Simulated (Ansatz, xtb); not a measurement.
Relative energy of two isomers of C4H8OSi

Structure a: `O=C[C@@H]1C[C@@H]1[SiH3]`, a singlet. Structure b: `O=C[C@@H]1C[C@H]1[SiH3]`, a singlet. Both are isolated molecules in the gas phase, relaxed with B3LYP/def2-SVP, each in the lowest conformer that the search found.

a (Å):

```xyz
14

C    -0.4399   -1.7551    0.3733
C    -1.1575   -0.4932    0.0678
C    -0.6921    0.3154   -1.1369
C    -0.4292    0.8415    0.2416
O     0.7666   -1.8466    0.4375
Si    1.3241    1.0157    0.9484
H    -1.0877   -2.6534    0.5384
H    -2.2354   -0.5145    0.2560
H     0.1518   -0.0962   -1.6998
H    -1.4694    0.7818   -1.7490
H    -1.1019    1.6472    0.5587
H     1.5090    2.4835    1.1808
H     1.4822    0.3370    2.2646
H     2.3681    0.5724   -0.0131
```

b (Å):

```xyz
14

C    -1.5942   -1.5349    0.4620
C    -0.9063   -0.2179    0.5725
C    -0.8679    0.6641   -0.6632
C     0.3868   -0.0282   -0.2307
O    -1.5775   -2.2305   -0.5270
Si    1.8466    0.8923    0.5106
H    -2.1509   -1.8577    1.3799
H    -0.9933    0.2738    1.5467
H    -1.3808    0.2707   -1.5457
H    -0.9706    1.7422   -0.5051
H     0.6316   -0.9152   -0.8283
H     1.3339    2.0532    1.2986
H     2.6318    0.0007    1.4138
H     2.7496    1.3973   -0.5650
```

Quicker runs give these differences E(b) − E(a): GFN2-xTB +11.11 kJ/mol; HF/STO-3G −19.47 kJ/mol (at GFN2-xTB geometries); r2SCAN-D4/def2-SVP −5.10 kJ/mol (at GFN2-xTB geometries).

**Question.** Which of the two would you expect CCSD(T)/def2-SVP + ΔMP2/def2-TZVPP electronic energies to favour?

**Answer.** Too close to call at this level: CCSD(T)/def2-SVP + ΔMP2/def2-TZVPP gives E(b) − E(a) = −2.24 kJ/mol.

Level by level:

```json
{"level": "GFN2-xTB", "geometry": "GFN2-xTB", "E(b) − E(a) (kJ/mol)": "+11.11", "departure from the last row (kJ/mol)": "+13.35", "job, with rough time for the two": "optimisation, 0.21 s"}
{"level": "HF/STO-3G", "geometry": "GFN2-xTB", "E(b) − E(a) (kJ/mol)": "−19.47", "departure from the last row (kJ/mol)": "−17.23", "job, with rough time for the two": "single point, 0.42 s"}
{"level": "r2SCAN-D4/def2-SVP", "geometry": "GFN2-xTB", "E(b) − E(a) (kJ/mol)": "−5.10", "departure from the last row (kJ/mol)": "−2.87", "job, with rough time for the two": "single point, 3.3 s"}
{"level": "B3LYP/def2-SVP", "geometry": "B3LYP/def2-SVP", "E(b) − E(a) (kJ/mol)": "−2.58", "departure from the last row (kJ/mol)": "−0.35", "job, with rough time for the two": "optimisation, 53 s"}
{"level": "HF/def2-SVP", "geometry": "B3LYP/def2-SVP", "E(b) − E(a) (kJ/mol)": "−3.54", "departure from the last row (kJ/mol)": "−1.30", "job, with rough time for the two": "part of the CCSD(T) run"}
{"level": "MP2/def2-SVP", "geometry": "B3LYP/def2-SVP", "E(b) − E(a) (kJ/mol)": "−1.43", "departure from the last row (kJ/mol)": "+0.81", "job, with rough time for the two": "part of the CCSD(T) run"}
{"level": "CCSD(T)/def2-SVP", "geometry": "B3LYP/def2-SVP", "E(b) − E(a) (kJ/mol)": "−0.88", "departure from the last row (kJ/mol)": "+1.35", "job, with rough time for the two": "single point"}
{"level": "CCSD(T)/def2-SVP + ΔMP2/def2-TZVPP", "geometry": "B3LYP/def2-SVP", "E(b) − E(a) (kJ/mol)": "−2.24", "departure from the last row (kJ/mol)": "", "job, with rough time for the two": "single point, 49 s"}
```

As drawn, both hold the same kinds of bond in the same numbers.

The largest departure from CCSD(T)/def2-SVP + ΔMP2/def2-TZVPP is that of HF/STO-3G, 17.23 kJ/mol. The last row adds to CCSD(T) the change of the MP2 difference between the two basis sets, here −1.35 kJ/mol.

With thermal terms from frequencies at re-optimised GFN2-xTB minima (ideal gas, soft modes damped towards free rotors, one conformer each, 298.15 K, 1 atm): the zero-point term adds −2.89 kJ/mol; ΔH is −3.26 and ΔG −9.33 kJ/mol.

The correlated steps freeze 10 core orbitals. Programs: Ansatz 0.2.0, xtb 6.7.1; the last row on 2 threads of Intel(R) Xeon(R) 6975P-C (Granite Rapids) on a shared host.
